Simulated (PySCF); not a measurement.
Basis-set dependence of excited states

Species: C2H4BCl3.
SMILES: `ClCCB(Cl)Cl`

TDDFT with PBE0 (PySCF), vertical singlets, core orbitals frozen in the response, spherical d and f functions. One conformer (not necessarily the lowest) at the PBE0-D3(BJ)/def2-SVP geometry, without solvent, vibrations or thermal averaging.

Question: Compare 6-31G*, def2-SVP, 6-31+G*, def2-SVPD, aug-cc-pVDZ, def2-TZVP and def2-TZVPD for this molecule.

Answer: 

```csv
basis,functions,diffuse,S1 (eV),S2 (eV),S3 (eV),S4 (eV),S5 (eV),LUMO (eV),α (au)
6-31G*,104,no,5.79,6.09,6.09,6.51,7.17,-1.49,60.9
def2-SVP,116,no,5.84,6.09,6.16,6.56,7.31,-1.30,58.7
6-31+G*,128,yes,5.80,6.08,6.10,6.52,7.11,-1.60,69.8
def2-SVPD,173,yes,5.76,6.02,6.05,6.47,7.07,-1.68,80.0
aug-cc-pVDZ,186,yes,5.77,6.04,6.07,6.49,7.06,-1.61,80.0
def2-TZVP,228,no,5.75,6.03,6.07,6.48,7.08,-1.55,73.0
def2-TZVPD,285,yes,5.72,5.99,6.04,6.44,7.00,-1.63,81.4
```

States are compared by their number. Against the largest diffuse basis here (def2-TZVPD, itself not a converged limit), sets without diffuse functions differ by up to 0.12 eV in S1 and 0.30 eV in S5; the smaller diffuse sets differ by up to 0.07 and 0.11 eV. S1 is led by HOMO-1/HOMO→LUMO (84%) in def2-SVP and by HOMO→LUMO (80%) in def2-TZVPD. State by state, the largest deviation of a set without diffuse functions is S1 0.12, S2 0.11, S3 0.11, S4 0.11, S5 0.30 eV. The same number needn't mean the same state in each row. Against def2-TZVPD the polarisability deviates by -25% in 6-31G*, -28% in def2-SVP, -14% in 6-31+G*, -2% in def2-SVPD, -2% in aug-cc-pVDZ, -10% in def2-TZVP. A single + in a Pople set puts diffuse functions on heavy atoms only.
